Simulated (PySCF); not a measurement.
**Cd(29+): ionisation energy**

Cd(29+) [Ar] 3d1 (2D) → Cd(30+) [Ar] (1S), as a difference of total energies. Computed with PySCF 2.14 in an uncontracted even-tempered set (18 s from 3.9 bohr⁻², ratio 2.5; 12 p from 5 bohr⁻², ratio 2.5; 8 d from 5 bohr⁻², ratio 2.5; 4 f from 18 bohr⁻², ratio 2.7; 3 g from 26 bohr⁻², ratio 2.7), with scalar relativity by spin-free X2C-1e. Correlated levels: outer shells: [Ne] frozen; virtual orbitals above 40 to 60 times the deepest correlated orbital energy dropped. The calculations carry no spin-orbit coupling.

| method | ionisation energy (eV) |
| --- | --- |
| UHF | 1629.7 |
| LDA | 1630.9 |
| PBE | 1631.5 |
| PBE0 | 1631.4 |
| r2SCAN | 1632.0 |
| MN15 | 1628.9 |
| BHandHLYP | 1631.6 |
| MP2 (outer shells) | 1629.7 |
| SCS-MP2 (outer shells) | 1629.6 |

A first-order spin-orbit estimate (lowest level to lowest level, LS coupling) adds 5.539 eV.

Breit and QED terms and the two-electron picture change are absent.

For comparison: 1635 ± 4 eV (theoretical estimate listed by NIST; NIST Atomic Spectra Database, ionization energies).
